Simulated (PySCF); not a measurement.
C3H3ClF2, SMILES F[C@@H]1[C@H](F)[C@H]1Cl.

Coordinates come from a PBE-D3(BJ)/def2-SVP optimisation. The structure was generated by enumeration; whether it is a known compound was not checked.

Computed with PBE-D3(BJ)/def2-SVP run with PySCF.

Frequencies are harmonic and unscaled.

```csv
mode,ν (cm⁻¹),IR (km/mol),moving atoms (share of kinetic energy)
1,168,2.9,"F 84 %, C 10 %"
2,206,2.4,"C 35 %, F 32 %, Cl 25 %"
3,232,10.3,"C 47 %, F 23 %, Cl 18 %, H 12 %"
4,308,1.5,"F 40 %, C 33 %, H 27 %"
5,369,1.3,"Cl 47 %, F 37 %, C 13 %"
6,637,24.8,"C 56 %, F 35 %, H 9 %"
7,789,1.7,"C 51 %, H 35 %, Cl 10 %"
8,822,76.1,"C 66 %, F 17 %, H 14 %"
9,891,0.0,"C 73 %, H 22 %"
10,977,0.9,"H 69 %, C 27 %"
11,1001,5.2,"H 53 %, C 45 %"
12,1045,2.6,"H 65 %, C 34 %"
13,1101,51.4,"C 67 %, H 20 %, F 13 %"
14,1142,41.6,"H 38 %, C 37 %, F 25 %"
15,1159,57.9,"H 71 %, C 24 %"
16,1221,11.7,"H 75 %, C 14 %, F 10 %"
17,1313,34.2,"H 58 %, C 39 %"
18,1436,32.9,"C 75 %, H 22 %"
19,3078,0.6,"H 92 %, C 8 %"
20,3084,11.5,"H 91 %, C 9 %"
21,3107,4.9,"H 92 %, C 8 %"
```
